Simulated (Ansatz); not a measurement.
Reaction (silylene formation by 1,1-elimination): `C=C([SiH3])[SiH2][SiH3]` → `C=C[SiH2][SiH3]` + `[SiH2]`

Gas-phase electronic energies from Ansatz, PBE0-D4/def2-TZVP geometries. CCSD(T)/CBS is the MP2 limit (def2-TZVPP, def2-QZVPP) plus CCSD(T) − MP2 in def2-TZVPP, frozen cores. This one scheme is used for every species. Functionals use def2-TZVPP. B3LYP here is the variant with VWN-RPA as its local correlation; programs differ in this. One conformer a species, not always the lowest.

```json
{"level": "PBE-D4", "ΔE (kJ/mol)": "245.7", "difference from CCSD(T)/CBS": "4.2"}
{"level": "r2SCAN-D4", "ΔE (kJ/mol)": "259.9", "difference from CCSD(T)/CBS": "18.4"}
{"level": "PBE0-D4", "ΔE (kJ/mol)": "253.2", "difference from CCSD(T)/CBS": "11.7"}
{"level": "B3LYP-D4", "ΔE (kJ/mol)": "237.4", "difference from CCSD(T)/CBS": "-4.1"}
{"level": "ωB97X-V", "ΔE (kJ/mol)": "249.8", "difference from CCSD(T)/CBS": "8.3"}
{"level": "ωB97M-V", "ΔE (kJ/mol)": "235.9", "difference from CCSD(T)/CBS": "-5.6"}
{"level": "B2PLYP", "ΔE (kJ/mol)": "232.9", "difference from CCSD(T)/CBS": "-8.6"}
{"level": "PBE", "ΔE (kJ/mol)": "233.4", "difference from CCSD(T)/CBS": "-8.1"}
{"level": "r2SCAN", "ΔE (kJ/mol)": "256.4", "difference from CCSD(T)/CBS": "14.9"}
{"level": "PBE0", "ΔE (kJ/mol)": "242.3", "difference from CCSD(T)/CBS": "0.8"}
{"level": "B3LYP", "ΔE (kJ/mol)": "217.7", "difference from CCSD(T)/CBS": "-23.8"}
{"level": "HF/def2-TZVPP", "ΔE (kJ/mol)": "214.0", "difference from CCSD(T)/CBS": "-27.5"}
{"level": "MP2/def2-TZVPP", "ΔE (kJ/mol)": "257.2", "difference from CCSD(T)/CBS": "15.7"}
{"level": "SCS-MP2/def2-TZVPP", "ΔE (kJ/mol)": "243.1", "difference from CCSD(T)/CBS": "1.6"}
{"level": "CCSD/def2-TZVPP", "ΔE (kJ/mol)": "228.4", "difference from CCSD(T)/CBS": "-13.1"}
{"level": "CCSD(T)/def2-TZVPP", "ΔE (kJ/mol)": "234.8", "difference from CCSD(T)/CBS": "-6.7"}
{"level": "HF/def2-QZVPP", "ΔE (kJ/mol)": "214.9", "difference from CCSD(T)/CBS": "-26.6"}
{"level": "MP2/def2-QZVPP", "ΔE (kJ/mol)": "261.3", "difference from CCSD(T)/CBS": "19.8"}
{"level": "SCS-MP2/def2-QZVPP", "ΔE (kJ/mol)": "247.4", "difference from CCSD(T)/CBS": "5.9"}
{"level": "HF/CBS(def2)", "ΔE (kJ/mol)": "215.0", "difference from CCSD(T)/CBS": "-26.5"}
{"level": "MP2/CBS(def2)", "ΔE (kJ/mol)": "263.9", "difference from CCSD(T)/CBS": "22.4"}
{"level": "CCSD/CBS(def2)", "ΔE (kJ/mol)": "235.1", "difference from CCSD(T)/CBS": "-6.4"}
{"level": "CCSD(T)/CBS", "ΔE (kJ/mol)": "241.5", "difference from CCSD(T)/CBS": "0"}
```

Largest T1 diagnostic among the species: 0.014.

The D4 term adds +19.7 kJ/mol with B3LYP and +11.0 kJ/mol with PBE0; it sums over pairs of atoms, weighted by their polarisabilities, and B3LYP, whose exchange is more repulsive, gets the larger term. In def2-TZVPP, CCSD(T) changes the Hartree–Fock value by +20.8 kJ/mol (the triples alone add +6.4 kJ/mol) and MP2 by +43.1 kJ/mol. From PBE to PBE0 (25 % exact exchange), in def2-TZVPP and without D4, ΔE moves by +8.8 kJ/mol.
